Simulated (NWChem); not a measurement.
System: ammonium (NH4 cation); SMILES [NH4+]

Input file for NWChem:

```
start job
memory heap 200 mb stack 900 mb global 1100 mb
charge 1
geometry units angstroms
  N      0.000000     0.000000     0.000000
  H     -0.590962    -0.590962    -0.590962
  H      0.590962     0.590962    -0.590962
  H     -0.590962     0.590962     0.590962
  H      0.590962    -0.590962     0.590962
end
basis spherical
  * library aug-pcseg-1
end
dft
  xc hfexch
  iterations 150
end
driver
  maxiter 120
end
task dft optimize
task dft freq
```

NWChem printed, in part:

```
             Northwest Computational Chemistry Package (NWChem) 7.3.0
             --------------------------------------------------------

 TD  symmetry detected

                             Geometry "geometry" -> ""
                             -------------------------

 Output coordinates in angstroms (scale by  1.889725989 to convert to a.u.)

  No.       Tag          Charge          X              Y              Z
 ---- ---------------- ---------- -------------- -------------- --------------
    1 N                    7.0000     0.00000000     0.00000000     0.00000000
    2 H                    1.0000    -0.59096200    -0.59096200    -0.59096200
    3 H                    1.0000     0.59096200     0.59096200    -0.59096200
    4 H                    1.0000    -0.59096200     0.59096200     0.59096200
    5 H                    1.0000     0.59096200    -0.59096200     0.59096200

 Effective nuclear repulsion energy (a.u.)      16.3752187520

      Symmetry information
      --------------------

 Group name              Td
 Group number             42
 Group order              24
 No. of unique centers     2

                                Z-matrix (autoz)
                                --------

 Units are Angstrom for bonds and degrees for angles

      Type          Name      I     J     K     L     M      Value
      ----------- --------  ----- ----- ----- ----- ----- ----------
    1 Stretch                  1     2                       1.02358
    2 Stretch                  1     3                       1.02358
    3 Stretch                  1     4                       1.02358
    4 Stretch                  1     5                       1.02358
    5 Bend                     2     1     3               109.47122
    6 Bend                     2     1     4               109.47122
    7 Bend                     2     1     5               109.47122
    8 Bend                     3     1     4               109.47122
    9 Bend                     3     1     5               109.47122
   10 Bend                     4     1     5               109.47122

  xc_inp: hfexch multiplicative factor not found.

                           NWChem Geometry Optimization
                           ----------------------------

 maximum gradient threshold         (gmax) =   0.000450
 rms gradient threshold             (grms) =   0.000300
 maximum cartesian step threshold   (xmax) =   0.001800
 rms cartesian step threshold       (xrms) =   0.001200
 fixed trust radius                (trust) =   0.300000
 source of zmatrix                         =   autoz

          -------------------
          Energy Minimization
          -------------------

 Using diagonal initial Hessian
 Scaling for Hessian diagonals: bonds = 1.00  angles = 0.25  torsions = 0.10

          --------
          Step   0

                                 NWChem DFT Module
                                 -----------------

 Summary of "ao basis" -> "ao basis" (spherical)
 ------------------------------------------------------------------------------
       Tag                 Description            Shells   Functions and Types
 ---------------- ------------------------------  ------  ---------------------
 N                        aug-pcseg-1                9       23   4s3p2d
 H                        aug-pcseg-1                5        9   3s2p

      Symmetry analysis of basis
      --------------------------

        a1          9
        a2          0
        e           8
        t1          6
        t2         36

            General Information
            -------------------
          SCF calculation type: DFT
          Wavefunction type:  closed shell.
          No. of atoms     :     5
          No. of electrons :    10
           Alpha electrons :     5
            Beta electrons :     5
          Charge           :     1
          Spin multiplicity:     1
          Use of symmetry is: on ; symmetry adaption is: on
          Maximum number of iterations: 150
          AO basis - number of functions:    59
                     number of shells:    29
          Convergence on energy requested:  1.00D-06
          Convergence on density requested:  1.00D-05
          Convergence on gradient requested:  5.00D-04

              XC Information
              --------------
                     Hartree-Fock (Exact) Exchange  1.000

      Superposition of Atomic Density Guess
      -------------------------------------

 Sum of atomic energies:         -56.27553142

 Renormalizing density from      11.00 to     10

      Non-variational initial energy
      ------------------------------

[...]

      ----------------------
      Optimization converged
      ----------------------

  Step       Energy      Delta E   Gmax     Grms     Xrms     Xmax
  ---- ---------------- -------- -------- -------- -------- --------
@    2     -56.52625805 -5.6D-09  0.00000  0.00000  0.00003  0.00004
                                     ok       ok       ok       ok

                                Z-matrix (autoz)
                                --------

 Units are Angstrom for bonds and degrees for angles

      Type          Name      I     J     K     L     M      Value     Gradient
      ----------- --------  ----- ----- ----- ----- ----- ---------- ----------
    1 Stretch                  1     2                       1.01327    0.00000
    2 Stretch                  1     3                       1.01327    0.00000
    3 Stretch                  1     4                       1.01327    0.00000
    4 Stretch                  1     5                       1.01327    0.00000
    5 Bend                     2     1     3               109.47122    0.00000
    6 Bend                     2     1     4               109.47122   -0.00000
    7 Bend                     2     1     5               109.47122   -0.00000
    8 Bend                     3     1     4               109.47122    0.00000
    9 Bend                     3     1     5               109.47122    0.00000
   10 Bend                     4     1     5               109.47122   -0.00000

                         Geometry "geometry" -> "geometry"
                         ---------------------------------

 Output coordinates in angstroms (scale by  1.889725989 to convert to a.u.)

  No.       Tag          Charge          X              Y              Z
 ---- ---------------- ---------- -------------- -------------- --------------
    1 N                    7.0000     0.00000000     0.00000000     0.00000000
    2 H                    1.0000    -0.58501223    -0.58501223    -0.58501223
    3 H                    1.0000     0.58501223     0.58501223    -0.58501223
    4 H                    1.0000    -0.58501223     0.58501223     0.58501223
    5 H                    1.0000     0.58501223    -0.58501223     0.58501223

 Effective nuclear repulsion energy (a.u.)      16.5417602874

      Symmetry information
      --------------------

 Group name              Td
 Group number             42
 Group order              24
 No. of unique centers     2

                Final and change from initial internal coordinates
                --------------------------------------------------

                                Z-matrix (autoz)
                                --------

 Units are Angstrom for bonds and degrees for angles

[...]

 Rotational Constants
 --------------------
 A=   6.109351 cm-1  (  8.789797 K)
 B=   6.109351 cm-1  (  8.789797 K)
 C=   6.109351 cm-1  (  8.789797 K)

 Temperature                      =   298.15K
 frequency scaling parameter      =   1.0000

 Zero-Point correction to Energy  =   32.795 kcal/mol  (  0.052262 au)
 Thermal correction to Energy     =   34.580 kcal/mol  (  0.055106 au)
 Thermal correction to Enthalpy   =   35.172 kcal/mol  (  0.056050 au)

 Total Entropy                    =   44.309 cal/mol-K
   - Translational                =   34.597 cal/mol-K (mol. weight =  18.0344)
   - Rotational                   =    9.680 cal/mol-K (symmetry #  =       12)
   - Vibrational                  =    0.032 cal/mol-K

 Cv (constant volume heat capacity) =    6.182 cal/mol-K
   - Translational                  =    2.979 cal/mol-K
   - Rotational                     =    2.979 cal/mol-K
   - Vibrational                    =    0.223 cal/mol-K

[normal modes left out]

 ----------------------------------------------------------------------------
 Normal Eigenvalue ||           Projected Infra Red Intensities
  Mode   [cm**-1]  || [atomic units] [(debye/angs)**2] [(KM/mol)] [arbitrary]
 ------ ---------- || -------------- ----------------- ---------- -----------
    1       -0.000 ||    0.000523           0.012         0.509       0.065
    2       -0.000 ||    0.055368           1.277        53.976       6.853
    3       -0.000 ||    0.001101           0.025         1.073       0.136
    4       -0.000 ||    0.054663           1.261        53.288       6.766
    5        0.000 ||    0.054326           1.253        52.960       6.724
    6        0.000 ||    0.000369           0.009         0.359       0.046
    7     1568.880 ||    0.148340           3.422       144.609      18.361
    8     1568.880 ||    0.148340           3.422       144.609      18.361
    9     1568.881 ||    0.148340           3.422       144.609      18.361
   10     1821.148 ||    0.000000           0.000         0.000       0.000
   11     1821.148 ||    0.000000           0.000         0.000       0.000
   12     3548.526 ||    0.000000           0.000         0.000       0.000
   13     3684.557 ||    0.200159           4.618       195.125      24.775
   14     3684.557 ||    0.200159           4.618       195.125      24.775
   15     3684.557 ||    0.200159           4.618       195.125      24.775
 ----------------------------------------------------------------------------
```

Level: Hartree-Fock/aug-pcseg-1.
